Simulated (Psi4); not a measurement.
BeF (SMILES [Be][F]), doublet, geometry from GFN2-xTB (such geometries of metal compounds can be far from the true shape) (the spin is typed, not shown lowest); PBE0/3-21G run with Psi4 1.11.

Here is a job for Psi4.
```
memory 2 GB

molecule mol {
0 2
Be   -0.000000   -0.000000   -0.967264
F     0.000000    0.000000    0.429895
}

set {
  basis 3-21g
  reference uks
}

energy('pbe0')
print_variables()
```

Problem. Write the output that Psi4 gives for this input, abridged.

Solution. 
```
   => Loading Basis Set <=

    Name: 3-21G
    Role: ORBITAL
    Keyword: BASIS

         ---------------------------------------------------------
                                   SCF
               by Justin Turney, Rob Parrish, Andy Simmonett
                          and Daniel G. A. Smith
                              UKS Reference
         ---------------------------------------------------------

  ==> Geometry <==

    Molecular point group: c2v
    Full point group: C_inf_v

    Geometry (in Angstrom), charge = 0, multiplicity = 2:

       Center              X                  Y                   Z               Mass
    ------------   -----------------  -----------------  -----------------  -----------------
         BE           0.000000000000     0.000000000000    -0.947634217600     9.012183065000
         F            0.000000000000     0.000000000000     0.449524782400    18.998403162730

  Running in c2v symmetry.

  Rotational constants: A = ************  B =      1.41280  C =      1.41280 [cm^-1]
  Rotational constants: A = ************  B =  42354.60420  C =  42354.60420 [MHz]
  Nuclear repulsion =   13.635083468753376

  Charge       = 0
  Multiplicity = 2
  Electrons    = 13
  Nalpha       = 7
  Nbeta        = 6

  ==> Algorithm <==

  SCF Algorithm Type is DF.
  DIIS enabled.
  MOM disabled.
  Fractional occupation disabled.
  Guess Type is SAD.
  Energy threshold   = 1.00e-06
  Density threshold  = 1.00e-06
  Integral threshold = 1.00e-12

  ==> Primary Basis <==

  Basis Set: 3-21G
    Blend: 3-21G
    Number of shells: 10
    Number of basis functions: 18
    Number of Cartesian functions: 18
    Spherical Harmonics?: false
    Max angular momentum: 1

  ==> DFT Potential <==

   => LibXC <=

    Version 7.1.2
    S. Lehtola, C. Steigemann, M. J. T. Oliveira, and M. A. L. Marques,  SoftwareX 7, 1–5 (2018) (10.1016/j.softx.2017.11.002)

   => Composite Functional: PBE0 <=

    PBE0 Hyb-GGA Exchange-Correlation Functional

    C. Adamo and V. Barone,  J. Chem. Phys. 110, 6158 (1999) (10.1063/1.478522)
    M. Ernzerhof and G. E. Scuseria,  J. Chem. Phys. 110, 5029 (1999) (10.1063/1.478401)

    Deriv               =              1
    GGA                 =           TRUE
    Meta                =          FALSE

    Exchange Hybrid     =           TRUE
    MP2 Hybrid          =          FALSE

   => Exchange Functionals <=

    0.7500   Perdew, Burke & Ernzerhof

   => Exact (HF) Exchange <=

    0.2500               HF

[...]
   @S^2 Expected:                7.500000000E-01
   @S^2 Observed:                7.521382822E-01
   @S   Expected:                5.000000000E-01
   @S   Observed:                5.000000000E-01

    Orbital Energies [Eh]
    ---------------------

    Alpha Occupied:

[...]
       5A1    -0.232627

    Alpha Virtual:

[...]
    Beta Occupied:

[...]
    Beta Virtual:

[...]
    Final Occupation by Irrep:
             A1    A2    B1    B2
    DOCC [     4,    0,    1,    1 ]
    SOCC [     1,    0,    0,    0 ]
    NA   [     5,    0,    1,    1 ]
    NB   [     4,    0,    1,    1 ]

  @DF-UKS Final Energy:  -113.86331384780652

   => Energetics <=

    Nuclear Repulsion Energy =             13.6350834687533755
    One-Electron Energy =                -185.3370935436362572
    Two-Electron Energy =                  67.8193538534758744
    DFT Exchange-Correlation Energy =      -9.9806576263995126
    Empirical Dispersion Energy =           0.0000000000000000
    VV10 Nonlocal Energy =                  0.0000000000000000
    Total Energy =                       -113.8633138478065234

  UHF NO Occupations:
  HONO-2 :    1 B2 1.9994676
  HONO-1 :    1 B1 1.9994676
  HONO-0 :    5 A1 1.0000000
  LUNO+0 :    2 B1 0.0005324
  LUNO+1 :    2 B2 0.0005324
  LUNO+2 :    6 A1 0.0000038
  LUNO+3 :    7 A1 0.0000007

Computation Completed

Properties will be evaluated at   0.000000,   0.000000,   0.000000 [a0]

Properties computed using the SCF density matrix

 Multipole Moments:

 ------------------------------------------------------------------------------------
     Multipole            Electronic (a.u.)      Nuclear  (a.u.)        Total (a.u.)
 ------------------------------------------------------------------------------------

 L = 1.  Multiply by 2.5417464519 to convert [e a0] to [Debye]
 Dipole X            :          0.0000000            0.0000000            0.0000000
 Dipole Y            :          0.0000000            0.0000000            0.0000000
 Dipole Z            :         -0.8149323            0.4822320           -0.3327003
 Magnitude           :                                                    0.3327003

 ------------------------------------------------------------------------------------

  Variable Map:
  ----------------------------------------------------------------------------
[...]
  Array Variable Map:
  ----------------------------------------------------------------------------
[...]
[...]
```
